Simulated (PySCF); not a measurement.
(E)-1-bromo-2-fluoroprop-1-ene (C3H4BrF), SMILES F/C(C)=C/Br. Atoms are numbered in the order given.

```xyz
9

C      1.3744    -1.6822     0.0000
C     -0.0929    -1.4446     0.0000
F     -0.8086    -2.5877     0.0000
C     -0.7793    -0.2977     0.0000
Br     0.0253     1.4116     0.0000
H      1.6587    -2.2706     0.8880
H      1.9301    -0.7372     0.0000
H      1.6587    -2.2706    -0.8880
H     -1.8693    -0.2934     0.0000
```
Charge 0, spin multiplicity 1.

The structure is a stationary point at B3LYP-D3(BJ)/def2-SVP.

All values below come from CAM-B3LYP/def2-TZVP in PySCF.

Symmetry labels are those of the subgroup Cs that the program uses (full group Cs).

List the valence orbital energies around the gap with their symmetry. (An estimate is asked for; the answer gives what the named calculation found.)


```tsv
orbital	symmetry	energy (eV)
HOMO−7	A"	-15.34
HOMO−6	A"	-13.28
HOMO−5	A'	-13.19
HOMO−4	A'	-12.69
HOMO−3	A'	-12.44
HOMO−2	A"	-11.04
HOMO−1	A'	-9.81
HOMO	A"	-8.36
LUMO	A"	1.11
LUMO+1	A'	1.16
LUMO+2	A'	2.18
LUMO+3	A'	3.08
```
